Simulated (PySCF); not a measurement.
# From computed data to an observable: refractive index and permittivity of the vapour

Cd(I)(GeH3) (CdGeH₃I), SMILES [GeH3][Cd][I].

Geometry: r2SCAN-D4/def2-SVP. The structure was generated by enumeration; whether it is a known compound was not checked. The def2 effective core potentials stand for the cores of Cd, I; spin–orbit coupling is left out.

M06-2X/def2-TZVPD run with PySCF gives a mean static polarisability of 109.3 bohr³ and a dipole moment of 2.44 D. Take an ideal gas at 298.15 K and 1 bar, whether or not the substance is that volatile.

Question: Work out n − 1 in the optical limit and the static ε − 1.

Answer: 
Polarisability volume α' = 109.3 × 0.148185 = 16.20 Å³. Number density N = p/kT = 2.43e-5 Å⁻³.
Dilute limit of Lorentz–Lorenz: n − 1 = 2π N α' = 0.0025.
Orientation term of Debye: μ²/(3kT) = 8.098 Å³ × μ²(D²) = 48.21 Å³.
ε − 1 = 4π N (α' + μ²/3kT) = 0.020. Orientation of the dipole supplies 75 % of the static response; it can't follow optical fields. Vibrational polarisation and dispersion are left out.
